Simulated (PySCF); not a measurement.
C₄H₁₁F₃Si₂, SMILES CC(C)(C)[SiH2][Si](F)(F)F at its GFN2-xTB optimised geometry (Å):

```
20

C     -0.6682    -0.8291    -1.2637
C     -0.1686    -0.1296     0.0000
C      1.3627    -0.1296     0.0000
C     -0.6681     1.3179     0.0000
Si    -0.8257    -1.0588     1.5473
Si    -0.0120    -0.1453     3.4698
F      0.5188     1.3588     3.4540
F     -1.0512    -0.1004     4.6751
F      1.2217    -0.9013     4.1360
H     -0.3233    -1.8598    -1.2999
H     -0.3021    -0.3176    -2.1529
H     -1.7549    -0.8336    -1.2993
H      1.7526    -1.1457    -0.0065
H      1.7404     0.3815    -0.8851
H      1.7559     0.3839     0.8761
H     -0.3085     1.8598     0.8727
H     -0.3118     1.8394    -0.8880
H     -1.7559     1.3537    -0.0035
H     -2.2975    -1.0163     1.5517
H     -0.4244    -2.4736     1.4670
```

Method: CAM-B3LYP/def2-SVP run with PySCF. Cells within 0.4 Å of a nucleus heavier than hydrogen are left out (blank, or x).

Map of the HOMO amplitude (bohr^(-3/2)) on the plane z = 0.0 Å; orbital energy -9.75 eV, overall sign arbitrary:

```
|44444444444444444444444444444|
|44444444444444444444444444444|
|44444444444444444444444444444|
|44444444444444444444444444444|
|44444444444555554444444444444|
|44444444445555555444444444444|
|44444444445555555444444444444|
|44444444445566555444444444444|
|44444444344676554444444444444|
|44444443333xxx444444555444444|
|44444443332xx2334445555544444|
|44444444332111233445555554444|
|44444444433221122345655554444|
|44444444444431001235665554444|
|4444444445566xx011xxx65554444|
|4444444455679xx321xxx55544444|
|44444444556799753223444444444|
|44444444556788754333344444444|
|44444444555666654433234444444|
|44444444555565554443334444444|
|44444444455555554444444444444|
|44444444444555444444444444444|
|44444444444444444444444444444|
|44444444444444444444444444444|
|44444444444444444444444444444|
|44444444444444444444444444444|
|44444444444444444444444444444|
|44444444444444444444444444444|
|44444444444444444444444444444|
```
Scale: ten equal steps from -0.119 (start of '0') to 0.134 (end of '9'), in the order '0123456789'; x runs from -4.00 to 4.00, y from -4.00 (bottom) to 4.00 (top).
